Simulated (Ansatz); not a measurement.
Geometry optimisation, RKS PBE/def2-SVP in Ansatz.

input.yaml

```yaml
crystal:
  periodic: [false, false, false]
  atoms:
    - { symbol: Ta, position_ang: [-0.271614, 0.161025, 0.245303] }
    - { symbol: F, position_ang: [1.639474, 0.194527, 0.457649] }
    - { symbol: Cl, position_ang: [-0.503783, 0.642559, 2.528394] }
    - { symbol: Cl, position_ang: [0.115693, -0.149167, -2.061786] }
    - { symbol: "N", position_ang: [-1.03837, 1.913367, -0.167918] }
    - { symbol: H, position_ang: [-1.396069, 2.545339, 0.556133] }
    - { symbol: H, position_ang: [-1.176005, 2.276072, -1.117597] }
    - { symbol: Cl, position_ang: [-1.974327, -1.426833, 0.252223] }
    - { symbol: O, position_ang: [1.337204, -2.499282, 1.035627] }
    - { symbol: H, position_ang: [1.29157, -3.042103, 0.224093] }
    - { symbol: H, position_ang: [2.062027, -1.852904, 0.837879] }
basis:
  gaussian: { orbitals: def2-SVP }
hamiltonian:
  xc: pbe
relax:
  f_tol: 0.03
  max_steps: 50
```

Command:

```bash
$ ansatz run input.yaml --threads 4 --pin off --max-ram 5120MiB --backend cpu --events-out ev --progress --plain --runs-dir out
```

Task: Where does it end, and by what steps?

Result: It converged. After 10 steps the energy has fallen by 0.472 eV; H10 moved furthest, 0.75 Å. Joined: Ta1–O9 (3.21 → 2.34 Å).

```tsv
step	energy less start (eV)	largest force component (eV/Å)	accepted
0	0.0000	0.643	yes
1	-0.0800	1.049	yes
2	-0.2010	1.354	yes
3	-0.3479	1.246	yes
4	-0.4053	0.807	yes
5	-0.4190	1.017	yes
6	-0.4591	0.313	yes
7	-0.4668	0.470	yes
8	-0.4667	0.198	no
9	-0.4718	0.100	yes
10	-0.4721	0.018	yes
```

```xyz
11
Properties=species:S:1:pos:R:3
Ta -0.057 0.061 0.325
F 1.782 0.530 0.562
Cl -0.449 0.523 2.597
Cl 0.372 -0.241 -1.989
N -0.995 1.725 -0.144
H -1.431 2.352 0.540
H -1.122 2.073 -1.100
Cl -1.772 -1.592 0.286
O 1.089 -1.935 0.754
H 0.642 -2.757 0.469
H 2.028 -1.977 0.489
```

Whether the end is a true minimum wasn't checked by a vibrational analysis.

Time of the run: 31 s on 4 threads of Arm Neoverse V2, with other jobs on the host, peak memory 0.24 GiB.
